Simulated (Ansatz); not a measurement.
The cluster Li₄Te₂⁺. Total charge 1; doublet. Geometry PBE-D4/def2-SVP; atoms count from 1.

```tsv
atom	x (Å)	y (Å)	z (Å)
Li1	-1.534	-0.985	-0.943
Li2	1.101	1.393	-1.077
Li3	1.507	-1.630	0.554
Li4	-1.719	1.943	2.375
Te5	0.888	-1.076	-1.962
Te6	-0.244	0.355	1.053
```

In the def2 sets Te takes a core potential; there is no spin–orbit coupling. The structure comes from a short search, and lower isomers may exist.

(1) Estimate the Mulliken populations from the PBE0/def2-TZVP orbitals of Ansatz.

(2) Where does the spin sit?

(3) And the Mayer bond orders between bonded heavy atoms (over 0.3)?

## Answers

(1) 
```tsv
atom	charge (e)	spin (α − β)
Li1	0.70	-0.01
Li2	0.70	-0.01
Li3	0.73	-0.01
Li4	0.78	0.05
Te5	-0.74	0.74
Te6	-1.18	0.23
```
Mulliken values and Mayer orders depend strongly on the basis.

(2) Summed by element: Li 0.03, Te 0.97, of 1 unpaired in all. Largest on single atoms: Te5 0.74, Te6 0.23, Li4 0.05.

(3) Li3–Te5 0.30 (2.65 Å); Li4–Te6 0.37 (2.54 Å). Values over 0.3 also appear between atoms too far apart for a bond (Te5–Te6 0.35 at 3.52 Å); they arise where an orbital or an unpaired electron spreads over both atoms.
